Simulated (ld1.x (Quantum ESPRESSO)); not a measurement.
**Pseudopotential generation for boron (B): RRKJ, PW91, non-relativistic.**

- Element: boron (B)
- Generator: ld1.x (Quantum ESPRESSO) 7.5
- Type: norm-conserving RRKJ (Kleinman–Bylander form)
- Functional: PW91
- Relativity: non-relativistic
- Frozen core: [He]
- Valence charge: 3
- Reference configuration: 2s2 2p1
- Partial waves: 2s (bound): rc 1.70 bohr; 2p (bound): rc 2.05 bohr; 3d channel at -0.2 Ry: rc 1.90 bohr
- Local potential: the d channel
- Core correction: Bessel-smoothed model core inside 1.25 bohr

All-electron outer shells of the reference configuration (PW91, non-relativistic, ld1.x):

```json
{"shell": "2s", "level (eV)": "-9.48", "outermost node (bohr)": "0.46", "outermost maximum (bohr)": "1.52"}
{"shell": "2p", "level (eV)": "-3.65", "outermost node (bohr)": "–", "outermost maximum (bohr)": "1.57"}
```

Question: Estimate the cutoffs (Ry, on a coarse ladder) from which the occupation-weighted sum of valence levels, in a spherical-Bessel basis at the reference potential, stays within 10 and 1 mRy of its value at 400 Ry.

Answer: 25 Ry and 35 Ry.

Question: What does a ghost test show?

Answer: No extra level below or beside the all-electron valence levels (s, p, d, f tested).

Question: Tests: 2s2 2p0; 2s1 2p0; 2s2 2p0.5; 2s1 2p2; 2s1 2p1; 2s0 2p3; 2s2 2p1.3. Which has the largest error in its energy relative to the reference configuration, and how large is it?

Answer: 2s1 2p0, with +105 meV (all-electron minus pseudo) on +33.73 eV.
